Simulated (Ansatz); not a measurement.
Ansatz (a first-principles code) input for Si(Cl)(Br)(Me)(NH2) (CH5BrClNSi), SMILES C[Si](N)(Cl)Br, PBE0-D3(BJ)/def2-SVP. 

Ansatz 0.2 input:
```yaml
crystal:
  periodic: [false, false, false]
  atoms:
    - {symbol: C, position_ang: [1.84040227, -1.30168076, 0.24128531]}
    - {symbol: Si, position_ang: [0.24946220, -0.50297070, -0.41455934]}
    - {symbol: N, position_ang: [-1.02810780, -1.53194294, -0.90670713]}
    - {symbol: Cl, position_ang: [0.66063579, 0.72673515, -1.96386137]}
    - {symbol: Br, position_ang: [-0.64276693, 0.61886934, 1.28571069]}
    - {symbol: H, position_ang: [1.63423538, -1.95370880, 1.08611638]}
    - {symbol: H, position_ang: [2.32603412, -1.89729276, -0.52700980]}
    - {symbol: H, position_ang: [2.55404559, -0.55262666, 0.57532752]}
    - {symbol: H, position_ang: [-1.56460701, -2.05835361, -0.23810636]}
    - {symbol: H, position_ang: [-1.02180337, -1.97766799, -1.80748986]}
basis:
  gaussian:
    orbitals: def2-SVP
hamiltonian:
  xc: pbe0
  dispersion: d3bj
relax: {f_tol: 0.002, max_steps: 200}
```

It prints:

```
WARN ansatz: RAYON_NUM_THREADS=1 ignored (pool sized by the plan → 1); use --threads N
Functional definition: PBE0
integrals: 0.08 GiB planned
1269 factors; integrals over basis functions are off by at most 2.4e-4 eV
mean field: 0.73 GiB planned
mean field evaluation 1: about -93015.7265 eV, gradient 6.2e1 eV
mean field evaluation 2: about -93010.6252 eV, gradient 7.5e1 eV
mean field evaluation 4: about -93023.7677 eV, gradient 3.1e0 eV
mean field evaluation 8: about -93023.8000 eV, gradient 1.6e-1 eV
mean field evaluation 16: about -93023.8001 eV, gradient 3.4e-5 eV
mean field -93023.80006400 eV, -3418.5615985556 hartree, gradient 3.4e-5 eV, S^2 0.000000; 0 other end points of the search recorded, 0 dependent functions left out
the calculation of the forces begins
reference -93023.80009054 eV, -3418.5615995310 hartree; 42, 42 occupied and 79, 79 virtual orbitals, 1269 factors
relax step   1: F+E_penalty+E_count = -93024.06791536 eV  Δ(F+E_penalty+E_count) = +0.000e0 eV  max|allowed force component| = 1.067e0 eV/Å  Δτ_max = 0.0000 Å  (27 SCF iters, accepted)
these checks for a lower state are left out or cut short: starts, cluster_reference, orbital_swaps, neighbouring_geometries, increment
integrals: 0.08 GiB planned
1269 factors; integrals over basis functions are off by at most 2.6e-4 eV
mean field: 0.73 GiB planned
mean field -93023.86275871 eV, -3418.5639025438 hartree, gradient 1.6e-5 eV, S^2 0.000000; 0 other end points of the search recorded, 0 dependent functions left out
the calculation of the forces begins
[...]
these checks for a lower state are left out or cut short: starts, cluster_reference, orbital_swaps, neighbouring_geometries, increment
integrals: 0.08 GiB planned
1269 factors; integrals over basis functions are off by at most 5.2e-4 eV
mean field: 0.73 GiB planned
mean field -93023.89715778 eV, -3418.5651666864 hartree, gradient 1.9e-5 eV, S^2 0.000000; 0 other end points of the search recorded, 0 dependent functions left out
the calculation of the forces begins
reference -93023.89718462 eV, -3418.5651676728 hartree; 42, 42 occupied and 79, 79 virtual orbitals, 1269 factors
relax step  12: F+E_penalty+E_count = -93024.16530891 eV  Δ(F+E_penalty+E_count) = +1.650e-2 eV  max|allowed force component| = 8.700e-1 eV/Å  Δτ_max = 0.1955 Å  (28 SCF iters, rejected (line search))
these checks for a lower state are left out or cut short: starts, cluster_reference, orbital_swaps, neighbouring_geometries, increment
integrals: 0.08 GiB planned
1269 factors; integrals over basis functions are off by at most 4.3e-4 eV
mean field: 0.73 GiB planned
mean field -93023.92293426 eV, -3418.5661139544 hartree, gradient 7.6e-5 eV, S^2 0.000000; 0 other end points of the search recorded, 0 dependent functions left out
the calculation of the forces begins
reference -93023.92296093 eV, -3418.5661149347 hartree; 42, 42 occupied and 79, 79 virtual orbitals, 1269 factors
relax step  13: F+E_penalty+E_count = -93024.19157164 eV  Δ(F+E_penalty+E_count) = -9.761e-3 eV  max|allowed force component| = 9.998e-2 eV/Å  Δτ_max = 0.0975 Å  (26 SCF iters, accepted)
these checks for a lower state are left out or cut short: starts, cluster_reference, orbital_swaps, neighbouring_geometries, increment
integrals: 0.08 GiB planned
1269 factors; integrals over basis functions are off by at most 4.8e-4 eV
mean field: 0.73 GiB planned
mean field -93023.92908877 eV, -3418.5663401285 hartree, gradient 8.8e-5 eV, S^2 0.000000; 0 other end points of the search recorded, 0 dependent functions left out
the calculation of the forces begins
reference -93023.92911548 eV, -3418.5663411100 hartree; 42, 42 occupied and 79, 79 virtual orbitals, 1269 factors
relax step  14: F+E_penalty+E_count = -93024.19752596 eV  Δ(F+E_penalty+E_count) = -5.954e-3 eV  max|allowed force component| = 2.377e-1 eV/Å  Δτ_max = 0.0997 Å  (26 SCF iters, accepted)
these checks for a lower state are left out or cut short: starts, cluster_reference, orbital_swaps, neighbouring_geometries, increment
integrals: 0.08 GiB planned
1269 factors; integrals over basis functions are off by at most 5.9e-4 eV
mean field: 0.73 GiB planned
mean field evaluation 96: about -93023.9255 eV, gradient 2.6e-5 eV
mean field -93023.92551606 eV, -3418.5662088339 hartree, gradient 2.6e-5 eV, S^2 0.000000; 0 other end points of the search recorded, 0 dependent functions left out
the calculation of the forces begins
reference -93023.92554282 eV, -3418.5662098172 hartree; 42, 42 occupied and 79, 79 virtual orbitals, 1269 factors
relax step  15: F+E_penalty+E_count = -93024.19397671 eV  Δ(F+E_penalty+E_count) = +3.549e-3 eV  max|allowed force component| = 6.469e-1 eV/Å  Δτ_max = 0.1463 Å  (26 SCF iters, rejected (line search))
these checks for a lower state are left out or cut short: starts, cluster_reference, orbital_swaps, neighbouring_geometries, increment
integrals: 0.08 GiB planned
1269 factors; integrals over basis functions are off by at most 5.0e-4 eV
mean field: 0.73 GiB planned
mean field -93023.93557330 eV, -3418.5665784307 hartree, gradient 5.8e-5 eV, S^2 0.000000; 0 other end points of the search recorded, 0 dependent functions left out
the calculation of the forces begins
reference -93023.93559999 eV, -3418.5665794114 hartree; 42, 42 occupied and 79, 79 virtual orbitals, 1269 factors
relax step  16: F+E_penalty+E_count = -93024.20398000 eV  Δ(F+E_penalty+E_count) = -6.454e-3 eV  max|allowed force component| = 1.282e-1 eV/Å  Δτ_max = 0.0731 Å  (26 SCF iters, accepted)
these checks for a lower state are left out or cut short: starts, cluster_reference, orbital_swaps, neighbouring_geometries, increment
integrals: 0.08 GiB planned
1269 factors; integrals over basis functions are off by at most 5.6e-4 eV
mean field: 0.73 GiB planned
mean field -93023.93977401 eV, -3418.5667328039 hartree, gradient 5.8e-5 eV, S^2 0.000000; 0 other end points of the search recorded, 0 dependent functions left out
the calculation of the forces begins
reference -93023.93980065 eV, -3418.5667337829 hartree; 42, 42 occupied and 79, 79 virtual orbitals, 1269 factors
relax step  17: F+E_penalty+E_count = -93024.20809969 eV  Δ(F+E_penalty+E_count) = -4.120e-3 eV  max|allowed force component| = 7.557e-2 eV/Å  Δτ_max = 0.0750 Å  (26 SCF iters, accepted)
these checks for a lower state are left out or cut short: starts, cluster_reference, orbital_swaps, neighbouring_geometries, increment
integrals: 0.08 GiB planned
1269 factors; integrals over basis functions are off by at most 6.7e-4 eV
mean field: 0.73 GiB planned
mean field -93023.94359070 eV, -3418.5668730645 hartree, gradient 8.9e-5 eV, S^2 0.000000; 0 other end points of the search recorded, 0 dependent functions left out
the calculation of the forces begins
reference -93023.94361728 eV, -3418.5668740414 hartree; 42, 42 occupied and 79, 79 virtual orbitals, 1269 factors
relax step  18: F+E_penalty+E_count = -93024.21194259 eV  Δ(F+E_penalty+E_count) = -3.843e-3 eV  max|allowed force component| = 3.973e-2 eV/Å  Δτ_max = 0.1125 Å  (26 SCF iters, accepted)
these checks for a lower state are left out or cut short: starts, cluster_reference, orbital_swaps, neighbouring_geometries, increment
integrals: 0.08 GiB planned
1269 factors; integrals over basis functions are off by at most 7.2e-4 eV
mean field: 0.73 GiB planned
mean field -93023.94399408 eV, -3418.5668878884 hartree, gradient 5.8e-5 eV, S^2 0.000000; 0 other end points of the search recorded, 0 dependent functions left out
the calculation of the forces begins
reference -93023.94402064 eV, -3418.5668888644 hartree; 42, 42 occupied and 79, 79 virtual orbitals, 1269 factors
relax step  19: F+E_penalty+E_count = -93024.21219996 eV  Δ(F+E_penalty+E_count) = -2.574e-4 eV  max|allowed force component| = 9.521e-2 eV/Å  Δτ_max = 0.0602 Å  (25 SCF iters, accepted)
these checks for a lower state are left out or cut short: starts, cluster_reference, orbital_swaps, neighbouring_geometries, increment
integrals: 0.08 GiB planned
1269 factors; integrals over basis functions are off by at most 7.5e-4 eV
mean field: 0.73 GiB planned
mean field -93023.94479016 eV, -3418.5669171440 hartree, gradient 5.2e-5 eV, S^2 0.000000; 0 other end points of the search recorded, 0 dependent functions left out
the calculation of the forces begins
reference -93023.94481673 eV, -3418.5669181203 hartree; 42, 42 occupied and 79, 79 virtual orbitals, 1269 factors
relax step  20: F+E_penalty+E_count = -93024.21313397 eV  Δ(F+E_penalty+E_count) = -9.340e-4 eV  max|allowed force component| = 2.600e-2 eV/Å  Δτ_max = 0.0253 Å  (26 SCF iters, accepted)
these checks for a lower state are left out or cut short: starts, cluster_reference, orbital_swaps, neighbouring_geometries, increment
integrals: 0.08 GiB planned
1269 factors; integrals over basis functions are off by at most 7.5e-4 eV
mean field: 0.73 GiB planned
mean field evaluation 128: about -93023.9449 eV, gradient 1.5e-5 eV
mean field -93023.94486388 eV, -3418.5669198531 hartree, gradient 1.5e-5 eV, S^2 0.000000; 0 other end points of the search recorded, 0 dependent functions left out
the calculation of the forces begins
reference -93023.94489045 eV, -3418.5669208294 hartree; 42, 42 occupied and 79, 79 virtual orbitals, 1269 factors
relax step  21: F+E_penalty+E_count = -93024.21319929 eV  Δ(F+E_penalty+E_count) = -6.531e-5 eV  max|allowed force component| = 1.608e-2 eV/Å  Δτ_max = 0.0126 Å  (23 SCF iters, accepted)
these checks for a lower state are left out or cut short: starts, cluster_reference, orbital_swaps, neighbouring_geometries, increment
integrals: 0.08 GiB planned
1269 factors; integrals over basis functions are off by at most 7.6e-4 eV
mean field: 0.73 GiB planned
mean field -93023.94486330 eV, -3418.5669198317 hartree, gradient 2.0e-5 eV, S^2 0.000000; 0 other end points of the search recorded, 0 dependent functions left out
the calculation of the forces begins
reference -93023.94488986 eV, -3418.5669208079 hartree; 42, 42 occupied and 79, 79 virtual orbitals, 1269 factors
relax step  22: F+E_penalty+E_count = -93024.21320353 eV  Δ(F+E_penalty+E_count) = -4.241e-6 eV  max|allowed force component| = 2.181e-2 eV/Å  Δτ_max = 0.0069 Å  (23 SCF iters, accepted)
these checks for a lower state are left out or cut short: starts, cluster_reference, orbital_swaps, neighbouring_geometries, increment
integrals: 0.08 GiB planned
1269 factors; integrals over basis functions are off by at most 7.6e-4 eV
mean field: 0.73 GiB planned
mean field -93023.94487502 eV, -3418.5669202624 hartree, gradient 2.4e-5 eV, S^2 0.000000; 0 other end points of the search recorded, 0 dependent functions left out
the calculation of the forces begins
reference -93023.94490158 eV, -3418.5669212385 hartree; 42, 42 occupied and 79, 79 virtual orbitals, 1269 factors
relax step  23: F+E_penalty+E_count = -93024.21321414 eV  Δ(F+E_penalty+E_count) = -1.061e-5 eV  max|allowed force component| = 1.119e-3 eV/Å  Δτ_max = 0.0007 Å  (20 SCF iters, accepted)
integrals: 0.08 GiB planned
1269 factors; integrals over basis functions are off by at most 7.6e-4 eV
mean field: 0.73 GiB planned
mean field -93023.94487502 eV, -3418.5669202624 hartree, gradient 2.4e-5 eV, S^2 0.000000; 1 other end points of the search recorded, 0 dependent functions left out
the calculation of the forces begins
reference -93023.94490158 eV, -3418.5669212385 hartree; 42, 42 occupied and 79, 79 virtual orbitals, 1269 factors
Total energy: -93024.21324070 eV, -3418.5767825193 hartree
Atom 0 at     1.796149    -1.313435     0.291696 Å, force     0.000716    -0.000356     0.000514 eV/Å
Atom 1 at     0.272421    -0.539989    -0.424040 Å, force    -0.000099    -0.000163    -0.000103 eV/Å
Atom 2 at    -0.821975    -1.722903    -0.997859 Å, force    -0.001119    -0.000617     0.000060 eV/Å
Atom 3 at     0.730447     0.661744    -2.039370 Å, force    -0.000219     0.000441    -0.000372 eV/Å
Atom 4 at    -0.599907     0.811238     1.143313 Å, force    -0.000071     0.000173    -0.000060 eV/Å
Atom 5 at     1.537096    -1.944205     1.156168 Å, force     0.000104    -0.000101    -0.000004 eV/Å
Atom 6 at     2.293803    -1.934941    -0.467713 Å, force    -0.000021     0.000234     0.000300 eV/Å
Atom 7 at     2.493971    -0.535818     0.633878 Å, force    -0.000162    -0.000262    -0.000166 eV/Å
Atom 8 at    -1.098017    -2.478522    -0.379040 Å, force     0.000475     0.000578    -0.000389 eV/Å
Atom 9 at    -1.596458    -1.433810    -1.586327 Å, force     0.000396     0.000074     0.000220 eV/Å
Dipole moment:    -0.075147    -0.548091     0.059515 e Å
```

Self-consistency was reached.
